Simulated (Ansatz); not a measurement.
Mulliken charges of `[CH3][SnH]([F])[Br]` from PBE/def2-TZVPP in Ansatz (PBE0-D4/def2-TZVP geometry).

```json
{"atom": "C1", "x (Å)": "-0.265", "y (Å)": "1.154", "z (Å)": "0.188", "charge (e)": "-0.556"}
{"atom": "Sn2", "x (Å)": "0.305", "y (Å)": "-0.816", "z (Å)": "-0.330", "charge (e)": "1.015"}
{"atom": "F3", "x (Å)": "1.789", "y (Å)": "-1.242", "z (Å)": "0.811", "charge (e)": "-0.444"}
{"atom": "Br4", "x (Å)": "-1.477", "y (Å)": "-2.392", "z (Å)": "0.329", "charge (e)": "-0.339"}
{"atom": "H5", "x (Å)": "-0.500", "y (Å)": "1.170", "z (Å)": "1.251", "charge (e)": "0.148"}
{"atom": "H6", "x (Å)": "0.559", "y (Å)": "1.836", "z (Å)": "-0.020", "charge (e)": "0.142"}
{"atom": "H7", "x (Å)": "-1.144", "y (Å)": "1.446", "z (Å)": "-0.386", "charge (e)": "0.140"}
{"atom": "H8", "x (Å)": "0.825", "y (Å)": "-1.214", "z (Å)": "-1.899", "charge (e)": "-0.104"}
```

Task: By hand: the dipole of these point charges (1 e Å = 4.8032 D).

Result: Σ q r = (-0.077, 0.655, -0.585) e Å, of length 0.882 e Å = 4.24 D.

Task: How does the dipole of the full density compare? (An estimate is asked.)

Result: The calculation gave: (-0.152, 0.587, -0.364) e Å, 3.40 D; the point charges give 1.25 times that, at 12° from its direction.

Point charges leave out the atoms' own dipoles, such as those of lone pairs, and Mulliken's split depends on the basis, so the two needn't agree.
